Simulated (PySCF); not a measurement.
## ECD: SMILES B[Si@@H]1C[C@@H]1Cl, C$_{2}$H$_{6}$BClSi

Geometry:
| atom | x (Å) | y (Å) | z (Å) |
| --- | --- | --- | --- |
| B1 | 1.856 | -0.802 | 0.633 |
| Si2 | 0.667 | 0.570 | 0.059 |
| C3 | -1.210 | 0.421 | 0.448 |
| C4 | -0.907 | 0.120 | -0.980 |
| Cl5 | -1.178 | -1.530 | -1.529 |
| H6 | 2.984 | -0.566 | 0.840 |
| H7 | 1.492 | -1.901 | 0.801 |
| H8 | 0.909 | 1.986 | -0.249 |
| H9 | -1.535 | -0.415 | 1.048 |
| H10 | -1.797 | 1.310 | 0.629 |
| H11 | -1.275 | 0.812 | -1.725 |

Method: PySCF 2.14.0, TDDFT wB97X-D/aug-cc-pVDZ circular dichroism and optical rotation, one conformer, gas phase. Geometry: GFN2-xTB.

Q: What are the CIP labels of the stereocentres?

A: Si2 R, C4 S.

Q: List the lowest 16 singlet excitations with oscillator and rotatory strengths.

A: Rotatory strengths R in 10⁻⁴⁰ esu² cm², velocity form and length form (origin at the centre of mass); f in length form.
```csv
state,E (eV),λ (nm),f,R (velocity),R (length),main
1,3.86,321,0.171,+27.7,+26.4,HOMO→LUMO 0.97
2,4.60,270,0.022,-12.7,-12.4,"HOMO−1→LUMO 0.70, HOMO−3→LUMO 0.18"
3,5.07,245,0.004,+21.3,+20.8,"HOMO−3→LUMO 0.55, HOMO−1→LUMO 0.23"
4,5.78,215,0.005,-46.4,-45.7,"HOMO−4→LUMO 0.60, HOMO−5→LUMO 0.31"
5,6.04,205,0.024,-25.6,-25.4,"HOMO−2→LUMO 0.49, HOMO−3→LUMO 0.12"
6,6.05,205,0.032,+12.8,+12.5,"HOMO−2→LUMO 0.24, HOMO→LUMO+6 0.22"
7,6.15,202,0.008,+9.8,+9.8,"HOMO→LUMO+1 0.56, HOMO→LUMO+2 0.11"
8,6.65,187,0.036,+17.3,+17.1,"HOMO→LUMO+1 0.17, HOMO→LUMO+5 0.14"
9,6.67,186,0.036,-9.3,-9.2,"HOMO→LUMO+4 0.32, HOMO→LUMO+3 0.23"
10,6.92,179,0.022,-25.8,-25.4,"HOMO→LUMO+3 0.37, HOMO→LUMO+4 0.14"
11,7.08,175,0.004,+14.9,+15.0,"HOMO−1→LUMO+6 0.30, HOMO−1→LUMO+10 0.10"
12,7.21,172,0.004,+20.3,+20.5,"HOMO−5→LUMO 0.52, HOMO−4→LUMO 0.27"
13,7.27,171,0.015,-14.7,-14.6,"HOMO−1→LUMO+1 0.27, HOMO→LUMO+10 0.15"
14,7.41,167,0.004,-12.9,-12.6,"HOMO→LUMO+9 0.24, HOMO−1→LUMO+1 0.19"
15,7.51,165,0.001,+1.5,+1.8,"HOMO→LUMO+2 0.32, HOMO→LUMO+5 0.24"
16,7.59,163,0.067,-34.3,-33.9,"HOMO→LUMO+6 0.14, HOMO→LUMO+9 0.13"
```

Among the states computed, the strongest CD band (largest |R|) is state 4. The largest dissymmetry factor in size, g = 4R/(D+G), with D and G the electric and magnetic dipole strengths, is -0.086 for state 4 (velocity form, f = 0.005), among bands with |R| over 0.5. The mirror image has the same energies and oscillator strengths and all R with the opposite sign.
